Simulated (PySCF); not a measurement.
## Bonding in `C=C([SiH3])[Si@H](Cl)[SiH2][SiH3]`

Compound: C2H11ClSi4.
SMILES with atom numbers: `[CH2:1]=[C:2]([SiH3:3])[Si@H:4]([Cl:5])[SiH2:6][SiH3:7]` (hydrogens: H8, H9 on C1; H10, H11, H12 on Si3; H13 on Si4; H14, H15 on Si6; H16, H17, H18 on Si7)

Structure used (GFN2-xTB), in Å, numbered top down from 1:
```
atom  x, y, z in Å
C1    -0.488    1.321    0.675
C2    -1.226    0.446   -0.001
Si3   -2.880   -0.157    0.703
Si4   -0.607   -0.211   -1.672
Cl5   -1.131   -2.188   -1.752
Si6    1.701   -0.018   -1.831
Si7    2.826   -0.566    0.125
H8     0.466    1.685    0.315
H9    -0.800    1.727    1.626
H10   -3.907   -0.022   -0.332
H11   -3.229    0.661    1.868
H12   -2.745   -1.557    1.107
H13   -1.444    0.415   -2.706
H14    2.198   -0.817   -2.963
H15    2.002    1.365   -2.243
H16    3.933   -1.504   -0.076
H17    1.916   -1.181    1.097
H18    3.406    0.609    0.783
```

Bond orders from the PBE0/pcSseg-1 density (PySCF). Isolated species at its GFN2-xTB geometry (one conformer only).

(1) How far do the computed orders between heavy atoms stray from the drawn ones?

(2) Set the Mayer orders of the bonds between heavy atoms beside their lengths.

(3) And the bonds to hydrogen?

(4) Sum the orders of all bonds at each heavy atom with more than one neighbour and set the sums beside the valence in the SMILES.

## Answers

(1) The largest departure is 0.159, at C2–Si4 (drawn single, 0.841) and C2–Si3 (drawn single, 0.843). Drawn single, order below 0.88: C2–Si3 (0.843), C2–Si4 (0.841) and Si6–Si7 (0.869).

(2) 
```tsv
bond	drawn as	length (Å)	Mayer order
C1–C2	double	1.330	1.980
C2–Si3	single	1.896	0.843
C2–Si4	single	1.899	0.841
Si4–Cl5	single	2.047	0.925
Si4–Si6	single	2.321	0.886
Si6–Si7	single	2.322	0.869
```

(3) C–H: 0.94 to 0.95 (2 bonds); H–Si: 0.91 to 0.95 (9 bonds).

(4) C1 3.868 (drawn 4), C2 3.664 (drawn 4), Si3 3.675 (drawn 4), Si4 3.586 (drawn 4), Si6 3.609 (drawn 4), Si7 3.680 (drawn 4). Orders between atoms that aren't bonded are not in these sums.

For a closed shell the Mayer order of atoms A and B is Σ (PS)μν (PS)νμ over the basis functions μ on A and ν on B, with P the density and S the overlap matrix.
